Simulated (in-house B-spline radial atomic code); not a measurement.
**Ionising Zr7+ with different functionals**

Computed with an all-electron radial atomic-structure program (B-spline basis): non-relativistic Hamiltonian, point nucleus, spin-polarised at highest spin, spherical fractional occupations for the functionals, the average over the highest-spin determinants for Hartree-Fock. The ionisation energy is the difference of two self-consistent energies, [Ar] 3d10 4s2 4p3 → [Ar] 3d10 4s2 4p2, without Breit or QED terms; ε is the level of the shell that loses the electron (its least bound occupied spin orbital). There is no spin-orbit coupling in this Hamiltonian.

Hybrids are left out here: with spherical fractional occupations of an open shell their exact exchange keeps a self-interaction that integer-occupation calculations don't have.

| method | rung | ΔSCF (eV) | -ε(4p) (eV) |
| --- | --- | --- | --- |
| Hartree-Fock | Hartree-Fock | 133.89 | 134.27 |
| LDA VWN5 | LDA | 134.38 | 125.48 |
| LDA PW92 | LDA | 134.37 | 125.47 |
| LDA exchange-only | LDA | 132.97 | 124.11 |
| PBE | GGA | 134.30 | 125.47 |
| PBEsol | GGA | 134.30 | 125.45 |
| BLYP | GGA | 134.06 | 125.16 |
| RPBE | GGA | 134.29 | 125.47 |
| PW91 | GGA | 134.41 | 125.56 |
| BP86 | GGA | 134.37 | 125.51 |
| AM05 | GGA | 134.28 | 125.42 |
| OLYP | GGA | 134.69 | 125.85 |
| TPSS | meta-GGA | 134.54 | 125.78 |
| SCAN | meta-GGA | 135.13 | 126.46 |
| r2SCAN | meta-GGA | 135.08 | 126.38 |
| M06-L | meta-GGA | 134.65 | 126.30 |
| revTPSS | meta-GGA | 134.57 | 125.80 |

Q: How do they compare with the NIST value?

A: NIST lists 133.7 eV ± 0.5 (semi-empirical, ground level to ground level). Errors run from -0.73 to +1.43 eV; Hartree-Fock is closest (+0.19 eV), though others lie within the uncertainty of it, and part of that can be cancellation, since the calculations leave out relativity, Breit-QED terms, multiplet and fine-structure energies. Hartree-Fock also lacks correlation.
